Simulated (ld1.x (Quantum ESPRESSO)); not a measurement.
## What one change does to a pseudopotential (lanthanum (La), TM)

```json
{
  "Element": "lanthanum (La)",
  "Generator": "ld1.x (Quantum ESPRESSO) 7.5",
  "Type": "norm-conserving Troullier–Martins (Kleinman–Bylander form)",
  "Functional": "PBEsol",
  "Relativity": "scalar-relativistic",
  "Frozen core": "[Kr] 4d10",
  "Valence charge": "11",
  "Reference configuration": "4f0 5s2 5p6 5d1 6s0 6p0 (charge +2)",
  "Partial waves": "5s (bound): rc 1.75 bohr; 5p (bound): rc 2.30 bohr; 5d (bound): rc 3.90 bohr; 4f (bound, empty): rc 1.55 bohr",
  "Local potential": "all-electron potential smoothed inside 3.45 bohr (lloc = -1)",
  "Core correction": "Bessel-smoothed model core inside 1.45 bohr"
}
```

All-electron outer shells of the reference configuration (PBEsol, scalar-relativistic, ld1.x):

```csv
shell,level (eV),outermost node (bohr),outermost maximum (bohr)
4p,-212.49,0.34,0.63
4d,-116.49,0.32,0.68
5s,-51.55,0.77,1.41
5p,-34.92,0.83,1.58
4f,-17.01,–,0.75
5d,-14.66,0.95,2.13
6s,-13.39,1.83,3.43
6p,-9.78,2.13,4.13
```

Change: reference 4f0 5s2 5p6 5d1 6s2 6p0 (6s counted twice).

Cutoffs: the cutoffs (Ry, on a coarse ladder) from which the occupation-weighted sum of valence levels, in a spherical-Bessel basis at the reference potential, stays within 10 and 1 mRy of its value at 400 Ry; they do not see the model core or the augmentation charge, which bear on the density cutoff. Errors are all-electron minus pseudo energies relative to the spin-unpolarised reference configuration.

Task: What does the change do?

Result: The potential gets neither clearly harder nor softer (40 Ry and 80 Ry → 40 Ry and 80 Ry); the s channel sets the loose cutoff, while the largest relative change is in d, which becomes softer; neither file shows a bound ghost at the reference potential, the only one tested. In the changed file ld1.x takes every shell without a wave as core, so the model core holds the 6s electrons as well and exchange and correlation see them twice. This cancels in the reference configuration, but the file is broken for other ones, and its errors say nothing about a proper core correction.

```csv
quantity,base,changed
"cutoff, loose",40 Ry,40 Ry
"cutoff, tight",80 Ry,80 Ry
loose cutoff by channel (10 mRy a level),"s 40 Ry, p 15 Ry, d 10 Ry","s 40 Ry, p 15 Ry, d 8 Ry"
bound ghosts,none,none
"largest miss of a reference level, eV",0.00,0.11
"largest error over its own tests, meV",+1317,-1892
s: phases at 4.27 bohr within 0.05 rad from the reference energy up to (Ry; the scan ends near 5),-1.5,n/a
p: phases at 4.27 bohr within 0.05 rad from the reference energy up to (Ry; the scan ends near 5),-0.9,-0.2
d: phases at 4.27 bohr within 0.05 rad from the reference energy up to (Ry; the scan ends near 5),-0.0,0.7
f: phases at 4.27 bohr within 0.05 rad from the reference energy up to (Ry; the scan ends near 5),n/a,0.3
```

Base: The cutoffs count occupied waves only; the empty 4f level needs 140 Ry at the loose tolerance. These tests converged, but a pseudo level misses the all-electron one widely, so the file describes the atom poorly there or has found another state: 4f0 5s2 5p6 5d1 6s2 6p0: empty 4f by 2.1 eV (a node warning on the way); 4f0 5s2 5p6 5d0 6s0 6p0: empty 6s by 3.1 eV. Changed file: The cutoffs count occupied waves only; the empty 4f level needs 140 Ry at the loose tolerance.
